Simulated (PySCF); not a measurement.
Vertical excitations of a molecule C3H10OSi2 from TDA-PBE0/def2-SVPD (PySCF 2.14.0), as energy in eV (oscillator strength): 5.62 (0.007), 6.20 (0.007), 6.38 (0.020), 6.57 (0.003), 6.82 (0.060), 7.08 (0.037). Lowest triplet (TDA): 5.39 eV. Geometry: PBE-D3(BJ)/def2-SVP. Other conformers were not sampled.

Problem. Pick the molecule that these values belong to.
A. C[C@@H]1O[C@H]([SiH3])[SiH2]1
B. C=C(C)O[SiH2][SiH3]
C. C1C[SiH2]C[SiH2]O1
D. C[Si]1(C)OC[SiH2]1

Solution. A, C[C@@H]1O[C@H]([SiH3])[SiH2]1
